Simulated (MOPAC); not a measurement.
MOPAC input (PM3):

```
PM3 1SCF GEO-OK AUX(PRECISION=9) THREADS=1
C2H8Si

C    -1.69173600 1    0.42004200 1    0.04355000 1
C    -0.57242000 1   -0.54087600 1   -0.37643400 1
Si    1.14325100 1    0.02544300 1    0.14771300 1
H    -2.67078800 1    0.05853400 1   -0.27751200 1
H    -1.72509800 1    0.54115200 1    1.12840300 1
H    -1.54811800 1    1.41150100 1   -0.39127100 1
H    -0.74895700 1   -1.53474700 1    0.04598500 1
H    -0.57322500 1   -0.67053300 1   -1.46297600 1
H     1.45450000 1    1.34800400 1   -0.45049800 1
H     1.21284200 1    0.15957700 1    1.62455600 1
H     2.17827000 1   -0.94469300 1   -0.28736700 1
```

Output:

```
 *******************************************************************************
 **                                                                           **
 **                              MOPAC v23.2.5                                **
 **                                                                           **
 *******************************************************************************
 ** MOPAC's Digital Object Identifier: https://doi.org/10.5281/zenodo.6511958 **
 **                                                                           **
 ** Please cite the open-source release paper for use of this MOPAC version:  **
 ** J. E. Moussa and J. J. P. Stewart (2026)                                  **
 ** MOPAC: An open-source semiempirical molecular orbital program             **
 ** J. Open Source Softw., 11(119), 8025, https://doi.org/10.21105/joss.08025 **
 *******************************************************************************

                              PM3 CALCULATION RESULTS

 *******************************************************************************
 *  PM3        - The PM3 Hamiltonian to be used
 *  GEO-OK     - OVERRIDE INTERATOMIC DISTANCE AND OTHER SAFETY CHECKS
 *  1SCF       - DO 1 SCF AND THEN STOP
 *  AUX        - OUTPUT AUXILIARY INFORMATION
 *******************************************************************************
PM3 1SCF GEO-OK AUX(PRECISION=9) THREADS=1
 C2H8Si

   ATOM   CHEMICAL          X               Y               Z
  NUMBER   SYMBOL      (ANGSTROMS)     (ANGSTROMS)     (ANGSTROMS)

     1       C         -1.69173600  *   0.42004200  *   0.04355000  *
     2       C         -0.57242000  *  -0.54087600  *  -0.37643400  *
     3      Si          1.14325100  *   0.02544300  *   0.14771300  *
     4       H         -2.67078800  *   0.05853400  *  -0.27751200  *
     5       H         -1.72509800  *   0.54115200  *   1.12840300  *
     6       H         -1.54811800  *   1.41150100  *  -0.39127100  *
     7       H         -0.74895700  *  -1.53474700  *   0.04598500  *
     8       H         -0.57322500  *  -0.67053300  *  -1.46297600  *
     9       H          1.45450000  *   1.34800400  *  -0.45049800  *
    10       H          1.21284200  *   0.15957700  *   1.62455600  *
    11       H          2.17827000  *  -0.94469300  *  -0.28736700  *

          CARTESIAN COORDINATES

    NO.       ATOM           X           Y           Z

     1         C         -1.6917      0.4200      0.0436
     2         C         -0.5724     -0.5409     -0.3764
     3        Si          1.1433      0.0254      0.1477
     4         H         -2.6708      0.0585     -0.2775
     5         H         -1.7251      0.5412      1.1284
     6         H         -1.5481      1.4115     -0.3913
     7         H         -0.7490     -1.5347      0.0460
     8         H         -0.5732     -0.6705     -1.4630
     9         H          1.4545      1.3480     -0.4505
    10         H          1.2128      0.1596      1.6246
    11         H          2.1783     -0.9447     -0.2874

  H: (PM3): J. J. P. STEWART, J. COMP. CHEM. 10, 209 (1989).
  C: (PM3): J. J. P. STEWART, J. COMP. CHEM. 10, 209 (1989).
 Si: (PM3): J. J. P. STEWART, J. COMP. CHEM. 10, 209 (1989).

           Empirical Formula: C2 H8 Si  =    11 atoms

      MOLECULAR POINT GROUP   :   Cs

      RHF CALCULATION, NO. OF DOUBLY OCCUPIED LEVELS = 10

 -------------------------------------------------------------------------------
 PM3 1SCF GEO-OK AUX(PRECISION=9) THREADS=1
 C2H8Si

     1SCF WAS SPECIFIED, SO BFGS WAS NOT USED
     SCF FIELD WAS ACHIEVED

                              PM3 CALCULATION
                                                       MOPAC v23.2.5 Linux

          FINAL HEAT OF FORMATION =         -9.30187 KCAL/MOL =     -38.91901 KJ/MOL

          COSMO AREA              =        114.83 SQUARE ANGSTROMS
          COSMO VOLUME            =        103.60 CUBIC ANGSTROMS

          IONIZATION POTENTIAL    =         10.712423 EV
          HOMO LUMO ENERGIES (EV) =        -10.712  0.648
          NO. OF FILLED LEVELS    =         10
          MOLECULAR WEIGHT        =         60.1707         POINT GROUP:  Cs

          MOLECULAR DIMENSIONS (Angstroms)

            Atom       Atom       Distance
            H    11    H     4     4.95176
            H     8    H    10     3.30640
            H     7    H     9     3.23136

          SCF CALCULATIONS        =          1

   ATOM   CHEMICAL          X               Y               Z
  NUMBER   SYMBOL      (ANGSTROMS)     (ANGSTROMS)     (ANGSTROMS)

     1       C         -1.69173600  *   0.42004200  *   0.04355000  *
     2       C         -0.57242000  *  -0.54087600  *  -0.37643400  *
     3      Si          1.14325100  *   0.02544300  *   0.14771300  *
     4       H         -2.67078800  *   0.05853400  *  -0.27751200  *
     5       H         -1.72509800  *   0.54115200  *   1.12840300  *
     6       H         -1.54811800  *   1.41150100  *  -0.39127100  *
     7       H         -0.74895700  *  -1.53474700  *   0.04598500  *
     8       H         -0.57322500  *  -0.67053300  *  -1.46297600  *
     9       H          1.45450000  *   1.34800400  *  -0.45049800  *
    10       H          1.21284200  *   0.15957700  *   1.62455600  *
    11       H          2.17827000  *  -0.94469300  *  -0.28736700  *

                             CARTESIAN COORDINATES

   1    C       -1.691736000     0.420042000     0.043550000
   2    C       -0.572420000    -0.540876000    -0.376434000
   3   Si        1.143251000     0.025443000     0.147713000
   4    H       -2.670788000     0.058534000    -0.277512000
   5    H       -1.725098000     0.541152000     1.128403000
   6    H       -1.548118000     1.411501000    -0.391271000
   7    H       -0.748957000    -1.534747000     0.045985000
   8    H       -0.573225000    -0.670533000    -1.462976000
   9    H        1.454500000     1.348004000    -0.450498000
  10    H        1.212842000     0.159577000     1.624556000
  11    H        2.178270000    -0.944693000    -0.287367000

           Empirical Formula: C2 H8 Si  =    11 atoms

      MOLECULAR POINT GROUP   :   Cs

                  EIGENVALUES
 -33.66049 -22.70370 -16.05230 -15.41546 -14.49865 -13.37707 -12.23300 -11.31613
 -11.05285 -10.71242   0.64771   1.64035   2.19608   2.19952   4.09009   4.20322
   4.37062   4.75960   4.91588   5.00330

              NET ATOMIC CHARGES AND DIPOLE CONTRIBUTIONS

  ATOM NO.   TYPE          CHARGE      No. of ELECS.   s-Pop       p-Pop
    1          C          -0.079532        4.0795     1.13348     2.94605
    2          C          -0.252279        4.2523     1.17261     3.07966
    3         Si           0.447951        3.5520     0.96086     2.59119
    4          H           0.029694        0.9703     0.97031
    5          H           0.035411        0.9646     0.96459
    6          H           0.035412        0.9646     0.96459
    7          H           0.062799        0.9372     0.93720
    8          H           0.062799        0.9372     0.93720
    9          H          -0.114264        1.1143     1.11426
   10          H          -0.114264        1.1143     1.11426
   11          H          -0.113728        1.1137     1.11373
 DIPOLE           X         Y         Z       TOTAL
 POINT-CHG.    -0.191    -0.086    -0.072     0.221
 HYBRID        -0.121    -0.056    -0.046     0.142
 SUM           -0.312    -0.143    -0.118     0.363

          ATOMIC ORBITAL ELECTRON POPULATIONS

     Atom    s        px        py        pz
    1  C   1.13348   0.96127   0.98227   1.00251
    2  C   1.17261   1.03324   1.01280   1.03362
    3 Si   0.96086   0.83434   0.87770   0.87916
    4  H   0.97031
    5  H   0.96459
    6  H   0.96459
    7  H   0.93720
    8  H   0.93720
    9  H   1.11426
   10  H   1.11426
   11  H   1.11373

 **********************
 *                    *
 * JOB ENDED NORMALLY *
 *                    *
 **********************

 == MOPAC DONE ==
```

The geometry given is a B3LYP-D3(BJ)/def2-TZVP minimum.
